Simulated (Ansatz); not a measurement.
Job for Ansatz (a program for electronic structure): R-CCSD(T)/def2-TZVPP on C2H6Te (SMILES CC[TeH]), a point of a bond scan (R = 1.090 Å). Elements past Kr take the def2 small-core potentials; no spin–orbit coupling. The run froze 11 orbitals, filled d shells among them.

Ansatz 0.2 input:
```yaml
crystal:
  periodic: [false, false, false]
  atoms:
    - {symbol: Te, position_ang: [-0.44138321, -0.15496471, 0.45191112]}
    - {symbol: H, position_ang: [-1.52418312, -0.01188723, -0.80338633]}
    - {symbol: C, position_ang: [1.28066949, -0.19807008, -0.88149492]}
    - {symbol: C, position_ang: [1.48408250, 1.08238371, -1.67198061]}
    - {symbol: H, position_ang: [1.15128398, -1.06511094, -1.52490576]}
    - {symbol: H, position_ang: [2.11709438, -0.39946418, -0.21240134]}
    - {symbol: H, position_ang: [1.60691410, 1.94173018, -1.01244192]}
    - {symbol: H, position_ang: [0.63484937, 1.28423347, -2.32607898]}
    - {symbol: H, position_ang: [2.37745653, 1.00278155, -2.29931040]}
basis:
  gaussian:
    orbitals: def2-TZVPP
    pivot_positions_ang: [[-0.44138321, -0.15496471, 0.45191112], [-1.52418312, -0.01188723, -0.80338633], [1.28066949, -0.19807008, -0.88149492], [1.48408250, 1.08238371, -1.67198061], [1.15128398, -1.06511094, -1.52490576], [2.11709438, -0.39946418, -0.21240134], [1.60691410, 1.94173018, -1.01244192], [0.63484937, 1.28423347, -2.32607898], [2.37745653, 1.00278155, -2.29931040]]
magnetization: {spin_polarized: false}
correlation: {method: ccsd_t, electrons: outside_noble_gas}
scf: {lower_state_search: off}
output: {orbitals: {seedname: ./end}}
```

Program output:

```
WARN ansatz: RAYON_NUM_THREADS=1 ignored (pool sized by the plan → 1); use --threads N
Functional definition: HF
these checks for a lower state are left out or cut short: stability, starts, cluster_reference, orbital_swaps, neighbouring_geometries, increment
integrals: 0.77 GiB planned
1472 factors; integrals over basis functions are off by at most 2.5e-4 eV
mean field: 0.65 GiB planned
mean field evaluation 1: about -9419.5706 eV, gradient 2.7e1 eV
mean field evaluation 2: about -9419.7790 eV, gradient 2.7e1 eV
mean field evaluation 4: about -9421.8889 eV, gradient 3.8e0 eV
mean field evaluation 8: about -9421.9364 eV, gradient 2.4e-4 eV
mean field -9421.93644029 eV, -346.2497777628 hartree, gradient 2.0e-6 eV, S^2 0.000000; 0 other end points of the search recorded, 0 dependent functions left out
11 core orbitals not correlated
reference -9421.93644029 eV, -346.2497777628 hartree; 10, 10 occupied and 175, 175 virtual orbitals, 1472 factors
second order -13.54591396 eV of doubles, -0.00000000 eV of singles
coupled cluster: 1.17 GiB planned
cycle   1  -14.25902611 eV  change   -7.1e-1 eV  update   8.1e-2
cycle   2  -14.64267405 eV  change   -3.8e-1 eV  update   2.5e-2
cycle   3  -14.69919540 eV  change   -5.7e-2 eV  update   9.6e-3
cycle   4  -14.69760433 eV  change    1.6e-3 eV  update   2.5e-3
cycle   5  -14.69757730 eV  change    2.7e-5 eV  update   8.9e-4
cycle   6  -14.69745372 eV  change    1.2e-4 eV  update   3.0e-4
cycle   7  -14.69741677 eV  change    3.7e-5 eV  update   9.7e-5
cycle   8  -14.69743286 eV  change   -1.6e-5 eV  update   3.5e-5
cycle   9  -14.69742998 eV  change    2.9e-6 eV  update   1.2e-5
perturbative correction -0.58569164 eV, -0.0215237706 hartree
Total energy: -9437.21956191 eV, -346.8114221230 hartree
Checks for a lower state left out: stability, starts, cluster_reference, orbital_swaps, neighbouring_geometries, increment
```

The calculation finished and met its thresholds.

Cost: around 4 core-minutes (rough).
